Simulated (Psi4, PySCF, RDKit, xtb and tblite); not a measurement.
Conformational energy of C8H7Cl, SMILES C=Cc1ccccc1Cl. Scanned: dihedral C1–C2–C3–C4; all other coordinates were relaxed at GFN2-xTB. Points at φ and −φ are mirror images. Heavy atoms are numbered in the order of the SMILES C=Cc1ccccc1Cl, hydrogens after them in the order of the atoms that carry them; the mirror image has the same energies with the sign of each dihedral reversed.

Methods: GFN2-xTB (xtb and tblite); RHF/STO-3G = restricted Hartree-Fock/STO-3G // GFN2-xTB in PySCF; UFF // GFN2-xTB (RDKit); PBE-D3(BJ)/def2-SVP // GFN2-xTB (Psi4).

Energies relative to the lowest point of each profile, in eV; the last columns give the difference from PBE-D3(BJ):

| φ / ° | GFN2-xTB | RHF/STO-3G | UFF | PBE-D3(BJ)/def2-SVP | GFN2-xTB − PBE-D3(BJ)/def2-SVP | RHF/STO-3G − PBE-D3(BJ)/def2-SVP | UFF − PBE-D3(BJ)/def2-SVP |
|---|---|---|---|---|---|---|---|
| -160 | 0.077 | 0.129 | 0.239 | 0.095 | -0.019 | 0.033 | 0.144 |
| -140 | 0.058 | 0.106 | 0.101 | 0.134 | -0.076 | -0.028 | -0.033 |
| -120 | 0.077 | 0.119 | 0.093 | 0.192 | -0.116 | -0.073 | -0.100 |
| -100 | 0.110 | 0.143 | 0.154 | 0.230 | -0.119 | -0.087 | -0.075 |
| -80 | 0.103 | 0.123 | 0.157 | 0.194 | -0.091 | -0.071 | -0.037 |
| -60 | 0.054 | 0.068 | 0.068 | 0.110 | -0.056 | -0.041 | -0.042 |
| -40 | 0.009 | 0.016 | 0.000 | 0.035 | -0.026 | -0.019 | -0.035 |
| -20 | 0.000 | 0.000 | 0.016 | 0.004 | -0.004 | -0.004 | 0.012 |
| 0 | 0.006 | 0.002 | 0.056 | 0.000 | 0.006 | 0.002 | 0.056 |
| 20 | 0.000 | 0.000 | 0.016 | 0.004 | -0.004 | -0.004 | 0.012 |
| 40 | 0.009 | 0.016 | 0.000 | 0.035 | -0.026 | -0.019 | -0.035 |
| 60 | 0.054 | 0.068 | 0.068 | 0.110 | -0.056 | -0.041 | -0.042 |
| 80 | 0.103 | 0.123 | 0.157 | 0.194 | -0.091 | -0.071 | -0.037 |
| 100 | 0.110 | 0.143 | 0.154 | 0.230 | -0.119 | -0.087 | -0.075 |
| 120 | 0.077 | 0.119 | 0.093 | 0.192 | -0.116 | -0.073 | -0.100 |
| 140 | 0.058 | 0.106 | 0.101 | 0.134 | -0.076 | -0.028 | -0.033 |
| 160 | 0.077 | 0.129 | 0.239 | 0.095 | -0.019 | 0.033 | 0.144 |
| 180 | 0.094 | 0.144 | 0.365 | 0.081 | 0.013 | 0.064 | 0.284 |

GFN2-xTB is furthest from PBE-D3(BJ)/def2-SVP at -100 (-0.119 eV, below); its mean absolute difference over the points is 0.057 eV.

RHF/STO-3G is furthest from PBE-D3(BJ)/def2-SVP at -100 (-0.087 eV, below); its mean absolute difference over the points is 0.043 eV.

UFF is furthest from PBE-D3(BJ)/def2-SVP at 180 (0.284 eV, above); its mean absolute difference over the points is 0.072 eV.
